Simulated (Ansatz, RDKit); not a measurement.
Pair of molecules: NH3 (SMILES N) (first 4 atoms) with HF (SMILES F); geometry from B3LYP-D3(BJ)/def2-TZVP.
(charge 0, multiplicity 1):
```xyz
6

N      0.03820     0.17655     0.30490
H     -0.23874    -0.74046    -0.02746
H     -0.60024     0.85723    -0.09152
H      0.96518     0.37180    -0.05658
F      0.01015     0.27594     2.94085
H      0.02039     0.23969     1.97939
```

Interaction energies are E(AB) − E(A) − E(B) at the monomers' geometry in the complex; basis-set methods are counterpoise corrected. RDKit's UFF carries no charges.

Cores are frozen in the correlated methods.

Programs: Ansatz (Gaussian basis) for Hartree–Fock, density functionals and correlated methods; RDKit for the force fields. 

Question: What is the computed interaction energy (wB97X-V/def2-TZVPPD)?

Answer: -14.2 kcal/mol

Question: Give the interaction energy at the level MP2/aug-cc-pVTZ.

Answer: -13.3 kcal/mol

Question: Predict the interaction energy from UFF.

Answer: 152.6 kcal/mol

Ansatz is a quantum-chemistry and plane-wave program.
